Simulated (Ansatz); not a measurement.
Species: CH₃Si, charge 0, doublet. CH3Si (SMILES C[Si], doublet).
B3LYP-D3(BJ)/def2-TZVP minimum from Ansatz (an electronic-structure program):
```xyz
5

C     -1.1030     0.0446     0.0262
Si     0.7938    -0.0232    -0.0072
H     -1.4093    -0.5919    -0.8203
H     -1.5274     1.0350    -0.1585
H     -1.5592    -0.3861     0.9215
```
Charge 0, spin multiplicity 2.

Quantity: atomisation energy (electronic, to ground-state atoms), in kcal/mol. Open shells are spin-unrestricted; no spin-orbit coupling. CBS(X,Y): correlation extrapolated as X^-3, Hartree-Fock from the larger set. A bracket is a step between two methods taken in the basis named. The functionals are non-relativistic, so their misses hold any scalar relativity. Double hybrids freeze cores in their MP2 part. 'core' is core correlation in cc-pwCVTZ (1s frozen past Ne), 'X2C' scalar relativity in cc-pVTZ-DK, both at CCSD(T). Where a partner has so few electrons that a lower coupled-cluster level is exact, that level stands in. The UHF reference of CH3Si (C[Si], doublet) is spin-contaminated (<S^2> up to 0.04 over the pure value in the sets run).

CCSD(T)/CBS(cc-pV(T+d)Z,cc-pV(Q+d)Z) + [CCSDT(Q) - CCSD(T)]/cc-pV(T+d)Z + core + X2C (Ansatz) gives 379.3 kcal/mol.

How far off this value is PBE/def2-TZVPD (Ansatz), in which direction, and which of these levels come nearer: r2SCAN/def2-TZVPD, B3LYP/def2-TZVPD, wB97M-V/def2-TZVPD, B2PLYP/def2-TZVPD, CCSD(T)/CBS(cc-pV(T+d)Z,cc-pV(Q+d)Z) + core + X2C?

PBE gives 382.5 kcal/mol, 3.2 kcal/mol above it. Differences of the others: r2SCAN/def2-TZVPD (Ansatz) -0.6; B3LYP/def2-TZVPD (Ansatz) -1.5; wB97M-V/def2-TZVPD (Ansatz) 0.6; B2PLYP/def2-TZVPD (Ansatz) -5.5; CCSD(T)/CBS(cc-pV(T+d)Z,cc-pV(Q+d)Z) + core + X2C (Ansatz) -0.1 kcal/mol. Nearer than PBE: r2SCAN/def2-TZVPD, B3LYP/def2-TZVPD, wB97M-V/def2-TZVPD, CCSD(T)/CBS(cc-pV(T+d)Z,cc-pV(Q+d)Z) + core + X2C.
